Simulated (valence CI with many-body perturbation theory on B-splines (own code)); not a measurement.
The numbers below are computed, except where a source is named.
## Ladder of approximations for Cd XXXIV

Level of theory: valence CI with perturbative core correlation (CI+MBPT): five valence electrons over a frozen Dirac-Fock core [Ne], radial functions for each j: 9 s, 9 p, 8 d, 6 f, 3 g, 1 h, with the one-electron correlation potential Σ1, the two-electron term Σ2, the three-electron term Σ3, Breit, model QED; selected CI, second order for the rest (own B-spline code, finite nucleus).

The last digits are not significant, and no measured levels were compared; by estimate large intervals hold to a few tenths of a per cent, small ones and those within an open d or f shell to about a per cent. Among the levels kept, up to 600 cm⁻¹ of a level comes from second order outside the variational space, and about a tenth of that is noise between levels of different J, which matters for small intervals.

Each rung adds one term. CI alone is the Dirac-Coulomb CI over the frozen core; QED comes last and gives the full result, which names the levels. Energies are above (3s^2 3p1/2^2 3p3/2) J=3/2 on the same rung, in cm⁻¹.

Levels are named by their leading jj configuration (3d3/2^4 stands for four electrons in 3d with j = 3/2), which in mixed levels can hold well under half, so a name can repeat and another be missing. Letters in brackets count levels of one name in rising energy.

```tsv
Level	CI alone	+ Σ1	+ Σ2	+ Σ3	+ Breit	Full
(3s^2 3p1/2 3p3/2^2) J=3/2	316406	316873	317405	317547	312284	312955
(3s^2 3p1/2 3p3/2^2) J=5/2	373676	374160	374487	374468	367992	368656
(3s^2 3p1/2 3p3/2^2) J=1/2	442025	442513	442542	442282	437087	437723
(3s^2 3p3/2^3) J=3/2	764179	765136	765767	765656	754641	755934
(3s 3p1/2^2 3p3/2^2) J=5/2	1010970	1009930	1010250	1011070	1009560	1004140
(3s^2 3p1/2^2 3d3/2) J=3/2	1038580	1037240	1035920	1035630	1033340	1031740
(3s 3p1/2^2 3p3/2^2) J=1/2	1168490	1167510	1167010	1167550	1166620	1161030
(3s 3p1/2^2 3p3/2^2) J=3/2	1190340	1189320	1188040	1188290	1186030	1181660
(3s^2 3p1/2^2 3d5/2) J=5/2	1207450	1206490	1203990	1203160	1197140	1196140
(3s 3p1/2 3p3/2^3) J=3/2	1355270	1354570	1354520	1354880	1347930	1345030
(3s^2 3p1/2 3p3/2 3d3/2) J=5/2 [a]	1365750	1364840	1363700	1363400	1354580	1354110
(3s^2 3p1/2 3p3/2 3d3/2) J=3/2 [a]	1367740	1366960	1366200	1366280	1358020	1356640
(3s^2 3p1/2 3p3/2 3d3/2) J=1/2 [a]	1371260	1370350	1369260	1368980	1361540	1360990
(3s^2 3p1/2 3p3/2 3d3/2) J=7/2	1419150	1418300	1416980	1416390	1405770	1405670
(3s 3p1/2 3p3/2^3) J=5/2	1423290	1422750	1422590	1422970	1413560	1410800
(3s^2 3p1/2 3p3/2 3d5/2) J=7/2 [a]	1455120	1454620	1453340	1452870	1441170	1441260
(3s^2 3p1/2 3p3/2 3d5/2) J=9/2	1512660	1512200	1510990	1510260	1496280	1496370
(3s 3p1/2 3p3/2^3) J=1/2	1529300	1528680	1526670	1526620	1519070	1516310
(3s^2 3p1/2 3p3/2 3d5/2) J=5/2 [a]	1538650	1537980	1534100	1533080	1522960	1522270
(3s^2 3p1/2 3p3/2 3d5/2) J=3/2 [a]	1541040	1540500	1538820	1538570	1528950	1527130
(3s^2 3p1/2 3p3/2 3d3/2) J=3/2 [b]	1585190	1584270	1577970	1576610	1569520	1567990
(3s^2 3p1/2 3p3/2 3d3/2) J=5/2 [b]	1608980	1608280	1604470	1603340	1593340	1592250
(3s^2 3p1/2 3p3/2 3d5/2) J=7/2 [b]	1616480	1615950	1613460	1612240	1599370	1599490
(3s^2 3p1/2 3p3/2 3d3/2) J=1/2 [b]	1615940	1615130	1610210	1608840	1600620	1599590
(3s^2 3p1/2 3p3/2 3d5/2) J=3/2 [b]	1670760	1670210	1665530	1664280	1654970	1653310
(3s^2 3p1/2 3p3/2 3d5/2) J=5/2 [b]	1685390	1684770	1679060	1677130	1666870	1666370
(3s^2 3p1/2 3p3/2 3d5/2) J=3/2 [c]	1693440	1692850	1689200	1687970	1678840	1676870
(3s^2 3p1/2 3p3/2 3d5/2) J=1/2	1743530	1743040	1738640	1737260	1727700	1725910
(3s^2 3p3/2^2 3d5/2) J=1/2	1837220	1837090	1835680	1835210	1820990	1820180
(3s^2 3p3/2^2 3d5/2) J=7/2	1840020	1840010	1838990	1838510	1820430	1821160
(3s^2 3p3/2^2 3d5/2) J=9/2	1863760	1863750	1862950	1862200	1843810	1844500
```

(1) How does the ionisation energy move along the ladder, and which term matters most?

Results:

(1) CI alone 2075.8, + Σ1 2076.6, + Σ2 2076.6, + Σ3 2076.3, + Breit 2075.2, + QED 2075.1 eV. The largest step is Breit, -1.1 eV. NIST lists 2091 ± 8 eV (semi-empirical).
